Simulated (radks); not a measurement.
Results of a calculation; reference values are marked as such.
All-electron atom: Cu4+ in [Ar] 3d5 4p2 (not the ground configuration). Level of theory: scalar-relativistic Kohn-Sham, PBE, spin-polarised, spherical densities, finite nucleus; open shells are filled with parallel spins first; Fermi nuclear charge, rms radius 3.8823 fm (a radial shooting solver on a logarithmic mesh with Libxc functionals).

X-ray form factor f0, the Fourier transform of the density (f0(0) = 25):

sin(theta)/lambda (1/angstrom)  f0 (electrons)
0.05                                    24.694
0.1                                     23.847
0.15                                    22.632
0.2                                     21.241
0.25                                    19.819
0.3                                     18.441
0.4                                     15.891
0.5                                     13.616
0.6                                     11.652
0.8                                      8.814
1                                        7.214
1.25                                     6.112
1.5                                      5.324
2                                        3.893
